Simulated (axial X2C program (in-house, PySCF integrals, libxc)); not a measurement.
**How long does LiRe⁺ take?**

A bond scan computed with an in-house relativistic program for diatomic molecules. Basis: Re dyall-cv3z [13s14p9d7f4g], Li dyall-cv3z [7s8p2d] (cores contracted in-house).

Input:
```json
{"zs": [75, 3], "q": 1, "bas": ["dyall-cv3z", "dyall-cv3z"], "levels": ["PBE0", "HF", "BP86"], "cc": true, "r0": 2.64, "thr": -2.0, "nmax": 90, "npts": 10, "nst": 2, "ntry": 6}
```
```bash
python so2c.py task.json out
```

Keys: zs atomic numbers; q charge; bas basis sets; levels methods; cc coupled cluster on or off; r0 starting distance in Å; thr threshold in hartree for freezing inner shells (an s shell follows its p shell); nmax most natural virtual spinors; npts points on the curve; nst determinants followed; ntry starts of the search. HF also brings MP2.

Hardware: 1 thread of Intel(R) Xeon(R) 6975P-C (Granite Rapids), with other jobs on the host.

Wall time of one point of each curve, integrals apart:

| Hamiltonian | level | points | seconds a point |
| --- | --- | --- | --- |
| spin-free | PBE0 | 10 | 0.76 |
| spin-free | HF | 10 | 0.5 |
| spin-free | CCSD(T) (7 electrons, 82 virtuals) | 7 | 2.8 |
| spin-free | BP86 | 10 | 0.49 |
| 2c | PBE0 | 10 | 1 |
| 2c | HF | 10 | 0.83 |
| 2c | CCSD(T) (7 electrons, 83 virtuals) | 7 | 3.6 |
| 2c | BP86 | 10 | 0.5 |

The rest:

Search with its distance optimisation 80 s, atoms 36 s, whole task 210 s. Coupled cluster runs on the points near the minimum only. The program drops outer points, and coupled cluster, when its time limit (not in the input) nears; MP2, further determinants and curves that did not converge are not in the table.
